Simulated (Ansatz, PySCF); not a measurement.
1,3-thiazole-2-carbaldehyde (C4H3NOS), SMILES O=Cc1nccs1. Atoms are numbered in the order given.

```xyz
10

O     -0.3243    -2.6107     0.0000
C      0.5937    -1.8308     0.0000
C      0.4255    -0.3697     0.0000
N      1.4125     0.4851     0.0000
C      0.9472     1.7571     0.0000
C     -0.4240     1.8805     0.0000
S     -1.1601     0.3394     0.0000
H      1.6649    -2.1448     0.0000
H      1.6454     2.5961     0.0000
H     -1.0154     2.7952     0.0000
```
Charge 0, spin multiplicity 1.

Geometry optimised at PBE0-D3(BJ)/def2-SVP. One conformer was computed; it need not be the lowest.

Two levels are set side by side: PBE-D3(BJ)/def2-SVP (Ansatz, an electronic-structure program) and PBE0-D3(BJ)/def2-SVP (Ansatz). Each level has its own optimised geometry; the coordinates shown are those of the second. Frequencies come from the Hessian of PySCF at each geometry. Differences are taken from unrounded values.

```
quantity                            PBE0-D3(BJ)
----------------------------------  -----------
mean bond length (Å)                      1.345
bond O1–C2 (Å)                            1.204
bond C2–C3 (Å)                            1.471
bond C3–N4 (Å)                            1.306
bond C3–S7 (Å)                            1.737
bond N4–C5 (Å)                            1.354
bond C5–C6 (Å)                            1.377
bond C6–S7 (Å)                            1.708
bond C2–H8 (Å)                            1.116
bond C5–H9 (Å)                            1.091
bond C6–H10 (Å)                           1.089
highest harmonic wavenumber (cm⁻¹)         3283
mean harmonic wavenumber (cm⁻¹)            1198
zero-point energy (kcal/mol)              41.11
```

Problem. What does PBE-D3(BJ) give, and how far is it from PBE0-D3(BJ)? (Estimate from the structure and the level; the computed values follow.)

Solution. 
| quantity | PBE-D3(BJ) | PBE-D3(BJ) minus PBE0-D3(BJ) |
|---|---|---|
| mean bond length (Å) | 1.357 | 0.012 |
| bond O1–C2 (Å) | 1.220 | 0.015 |
| bond C2–C3 (Å) | 1.473 | 0.002 |
| bond C3–N4 (Å) | 1.319 | 0.013 |
| bond C3–S7 (Å) | 1.764 | 0.027 |
| bond N4–C5 (Å) | 1.362 | 0.007 |
| bond C5–C6 (Å) | 1.390 | 0.014 |
| bond C6–S7 (Å) | 1.721 | 0.013 |
| bond C2–H8 (Å) | 1.128 | 0.012 |
| bond C5–H9 (Å) | 1.100 | 0.009 |
| bond C6–H10 (Å) | 1.097 | 0.008 |
| highest harmonic wavenumber (cm⁻¹) | 3189 | -94 |
| mean harmonic wavenumber (cm⁻¹) | 1149 | -49 |
| zero-point energy (kcal/mol) | 39.44 | -1.67 |

Exact exchange shortens and stiffens bonds; PBE has none. Differences between two approximate levels are no errors against the true value.
